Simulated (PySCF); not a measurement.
# Nitrogen: a sound run and one with changed settings

Sound run: N+ [He] 2s2 2p2, N(2+) [He] 2s2 2p1. Calculation: PySCF 2.14, in x2c-TZVPall; the spin-free X2C one-electron Hamiltonian (Gaussian nucleus). In the sound run the correlated levels freeze 1s2. The sound run starts from symmetry-adapted Hartree-Fock orbitals and uses a fine grid where one is needed.

Changed run: initial guess atom, at most 50 SCF cycles, level shift 2.0 hartree.

| species | method | sound run (hartree) | changed run (hartree) | converged |
| --- | --- | --- | --- | --- |
| N+ | UHF | -53.92152 | -53.92152 | yes |
| N+ | PBE0 | -54.03389 | -54.03389 | yes |
| N+ | BP86 | -54.08157 | -54.08157 | yes |
| N+ | MP2 | -53.99196 | -53.95779 | yes |
| N+ | CCSD(T) | -54.01473 | -54.01473 | yes |
| N(2+) | UHF | -52.84834 | -52.84834 | yes |
| N(2+) | PBE0 | -52.93488 | -52.93488 | yes |
| N(2+) | BP86 | -52.98183 | -52.98183 | yes |
| N(2+) | MP2 | -52.90377 | -52.87476 | yes |
| N(2+) | CCSD(T) | -52.93165 | -52.93165 | yes |

Ionisation energy of N+:

| method | sound run (eV) | changed run (eV) |
| --- | --- | --- |
| UHF | 29.203 | 29.203 |
| PBE0 | 29.906 | 29.906 |
| BP86 | 29.925 | 29.925 |
| MP2 | 29.611 | 29.471 |
| SCS-MP2 | 29.478 | 29.402 |
| CCSD | 29.457 | 29.457 |
| CCSD(T) | 29.472 | 29.472 |

A level shift leaves the converged SCF energy unchanged but raises the virtual orbital energies, which shrinks MP2 if it is not removed.

For comparison, NIST gives 29.601 eV between the lowest levels.
